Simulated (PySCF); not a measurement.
C₃H₁₁NSSi (SMILES CS[SiH2]N(C)C), singlet, at a GFN2-xTB geometry, with bond 17-6 at 1.8 times its length; CASSCF(4,5)/STO-3G in PySCF.

Input for PySCF:
```python
from pyscf import gto, scf, mcscf
import numpy

mol = gto.M(
    atom='''
Si    0.119482   -0.760597   -0.155714
S     1.357393    0.924546    0.375878
C     2.980241    0.101357    0.408473
N    -1.545729   -0.396078   -0.284284
C    -2.081948    0.277926   -1.439988
C    -2.369287   -0.222167    0.885845
H     0.263222   -1.752303    0.905544
H     0.561979   -1.226352   -1.466159
H     3.200842   -0.307158   -0.572602
H     3.713101    0.855954    0.672042
H     2.972772   -0.688424    1.152974
H    -1.463723    0.068113   -2.308679
H    -3.096188   -0.082268   -1.634136
H    -2.124307    1.363461   -1.294510
H    -2.430210    0.829773    1.187496
H    -1.960769   -0.797022    1.712594
H    -4.191597   -0.863203    0.507030
''',
    basis='sto-3g',
    charge=0,
    spin=0,
    verbose=4,
)

mf = scf.RHF(mol)
mf.kernel()
mc = mcscf.CASSCF(mf, 5, 4)
mc.fix_spin_(ss=0.0)
mc.kernel()
occ = numpy.linalg.eigvalsh(mc.fcisolver.make_rdm1(mc.ci, mc.ncas, mc.nelecas))[::-1]
ss = mc.fcisolver.spin_square(mc.ci, mc.ncas, mc.nelecas)[0]
print('natural occupations', occ.round(4), ' <S^2>', round(ss, 4))
```

What does PySCF print? Leave out banner, timings and long lists.


```
PySCF version 2.14.0

[INPUT] verbose = 4
[INPUT] num. atoms = 17
[INPUT] num. electrons = 66
[INPUT] charge = 0
[INPUT] spin (= nelec alpha-beta = 2S) = 0
[INPUT] symmetry False subgroup None
[INPUT] Mole.unit = angstrom
[INPUT] Symbol           X                Y                Z      unit          X                Y                Z       unit  Magmom
[...]
nuclear repulsion = 380.427359638036
number of shells = 33
number of NR pGTOs = 147
number of NR cGTOs = 49
basis = sto-3g
ecp = {}

******** <class 'pyscf.scf.hf.RHF'> ********
method = RHF
initial guess = minao
damping factor = 0
level_shift factor = 0
DIIS = <class 'pyscf.scf.diis.CDIIS'>
diis_start_cycle = 1
diis_space = 8
diis_damp = 0
SCF conv_tol = 1e-09
SCF conv_tol_grad = None
SCF max_cycles = 50
direct_scf = True
direct_scf_tol = 1e-13
Set gradient conv threshold to 3.16228e-05
Initial guess from minao.
init E= -851.186832714772
[...]
cycle= 1 E= -850.897286088096  delta_E= 0.29  |g|= 0.394  |ddm|=  4.8
[...]
cycle= 2 E= -850.968485469971  delta_E= -0.0712  |g|= 0.123  |ddm|= 0.837
[...]
cycle= 3 E= -850.973908644359  delta_E= -0.00542  |g|= 0.0328  |ddm|= 0.197
[...]
cycle= 4 E= -850.974497819695  delta_E= -0.000589  |g|= 0.00837  |ddm|= 0.0736
[...]
cycle= 5 E= -850.974542226884  delta_E= -4.44e-05  |g|= 0.00276  |ddm|= 0.0189
[...]
cycle= 6 E= -850.974548178126  delta_E= -5.95e-06  |g|= 0.000966  |ddm|= 0.00733
[...]
cycle= 7 E= -850.974549058442  delta_E= -8.8e-07  |g|= 0.000206  |ddm|= 0.00323
[...]
cycle= 8 E= -850.974549101721  delta_E= -4.33e-08  |g|= 5.92e-05  |ddm|= 0.000734
[...]
cycle= 9 E= -850.974549104735  delta_E= -3.01e-09  |g|= 1.36e-05  |ddm|= 0.000197
[...]
cycle= 10 E= -850.974549104874  delta_E= -1.39e-10  |g|= 2.98e-06  |ddm|= 3.82e-05
[...]
Extra cycle  E= -850.974549104883  delta_E= -9.55e-12  |g|= 1.22e-06  |ddm|= 6.16e-06
converged SCF energy = -850.974549104883

******** <class 'pyscf.mcscf.mc1step.CASSCF'> ********
CAS (2e+2e, 5o), ncore = 31, nvir = 13
max_cycle_macro = 50
max_cycle_micro = 4
conv_tol = 1e-07
conv_tol_grad = None
orbital rotation max_stepsize = 0.02
orbital rotation threshold for CI restart = 0.01
augmented hessian ah_max_cycle = 30
augmented hessian ah_conv_tol = 1e-12
augmented hessian ah_linear dependence = 1e-14
augmented hessian ah_level shift = 1e-08
augmented hessian ah_start_tol = 2.5
augmented hessian ah_start_cycle = 3
augmented hessian ah_grad_trust_region = 3
kf_trust_region = 3
kf_interval = 4
ci_response_space = 4
[...]
CASCI E = -850.994942427172  S^2 = 0.0000000
[...]
macro iter   6 ( 21 JK    4 micro), CASSCF E = -851.061397878560  dE = -5.28529072e-04  S^2 = 0.0000000
               |grad[o]|=0.00376  |grad[c]|=0.00753  |ddm|=0.000785  |maxRot[o]|=0.143
macro iter   7 ( 21 JK    4 micro), CASSCF E = -851.063297598571  dE = -1.89972001e-03  S^2 = 0.0000000
               |grad[o]|=0.00458  |grad[c]|=0.0602  |ddm|=0.0556  |maxRot[o]|=0.158
macro iter   8 ( 21 JK    4 micro), CASSCF E = -851.066583150552  dE = -3.28555198e-03  S^2 = 0.0000000
               |grad[o]|=0.00937  |grad[c]|=0.0495  |ddm|=0.0581  |maxRot[o]|=0.158
macro iter   9 ( 21 JK    4 micro), CASSCF E = -851.070464241914  dE = -3.88109136e-03  S^2 = 0.0000000
               |grad[o]|=0.0137  |grad[c]|=0.0125  |ddm|=0.00574  |maxRot[o]|=0.159
macro iter  10 ( 21 JK    4 micro), CASSCF E = -851.074164173401  dE = -3.69993149e-03  S^2 = 0.0000000
               |grad[o]|=0.0132  |grad[c]|=0.0099  |ddm|=0.00592  |maxRot[o]|=0.159
macro iter  11 ( 21 JK    4 micro), CASSCF E = -851.076803406243  dE = -2.63923284e-03  S^2 = 0.0000000
               |grad[o]|=0.00961  |grad[c]|=0.00713  |ddm|=0.00446  |maxRot[o]|=0.147
macro iter  12 ( 21 JK    4 micro), CASSCF E = -851.077754430653  dE = -9.51024410e-04  S^2 = 0.0000000
               |grad[o]|=0.0054  |grad[c]|=0.00867  |ddm|=0.00381  |maxRot[o]|=0.276
macro iter  13 ( 21 JK    4 micro), CASSCF E = -851.078137381686  dE = -3.82951032e-04  S^2 = 0.0000000
               |grad[o]|=0.0031  |grad[c]|=0.00335  |ddm|=0.000869  |maxRot[o]|=0.313
macro iter  14 ( 20 JK    4 micro), CASSCF E = -851.078234449876  dE = -9.70681907e-05  S^2 = 0.0000000
               |grad[o]|=0.00149  |grad[c]|=0.00192  |ddm|=0.0005  |maxRot[o]|=0.249
macro iter  15 ( 10 JK    2 micro), CASSCF E = -851.078237072471  dE = -2.62259493e-06  S^2 = 0.0000000
               |grad[o]|=0.000409  |grad[c]|=7.39e-05  |ddm|=7.6e-05  |maxRot[o]|=0.0249
macro iter  16 (  3 JK    1 micro), CASSCF E = -851.078237084830  dE = -1.23590098e-08  S^2 = 0.0000000
               |grad[o]|=4.3e-05  |grad[c]|=1.54e-05  |ddm|=7.13e-06  |maxRot[o]|=0.00265
1-step CASSCF converged in  16 macro (306 JK  59 micro) steps
CASSCF canonicalization
Density matrix diagonal elements [1.96841032 1.71748848 0.28055822 0.00260612 0.03093685]
CASSCF energy = -851.078237084830
CASCI E = -851.078237084830  E(CI) = -3.01761871541817  S^2 = 0.0000000
natural occupations [1.9685e+00 1.7181e+00 2.8190e-01 3.1200e-02 3.0000e-04]  <S^2> 0.0
```
